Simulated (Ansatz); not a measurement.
The same path of B₂ClH₂O (6 atoms, charge 0, multiplicity 2) was run twice with different band settings. The coordinate that changes most is the dihedral H5–O1–B2–H6.

The calculation used UKS B3LYP-D4/def2-mTZVP in Ansatz.

Relaxed end points:

```xyz
6
Properties=species:S:1:pos:R:3
O 0.191 0.828 -1.203
B 0.181 0.289 0.064
B -0.528 -1.095 0.429
Cl -1.224 -2.540 0.974
H 0.663 1.668 -1.246
H 0.717 0.850 0.981
```

```xyz
6
Properties=species:S:1:pos:R:3
O 0.521 1.208 -0.875
B 0.308 0.438 0.243
B -0.578 -0.890 0.403
Cl -1.163 -2.464 0.651
H 0.112 0.876 -1.684
H 0.799 0.833 1.262
```

Common settings: climbing image yes; spring 5.0 eV/Å²; optimiser quadratic models (default); start path through a guess of the saddle point; force threshold 0.05 eV/Å; iteration limit 60; end points relaxed.

| run | movable images |
| --- | --- |
| 1 | 5 |
| 2 | 3 |

Q: What does each run give, and how far can it be trusted?

A: Run 1: converged after 7 iterations, highest image 0.436 eV above the first end. A vibrational analysis at the climbing image gives one clearly imaginary mode, 673i cm⁻¹: a first-order saddle point.
Run 2: converged after 7 iterations, highest image 0.436 eV above the first end. Another band between the same ends (5 images) ends at a top of the same energy, where a vibrational analysis finds 1 clearly imaginary mode. So few images can step over the top or miss a turn of the path.
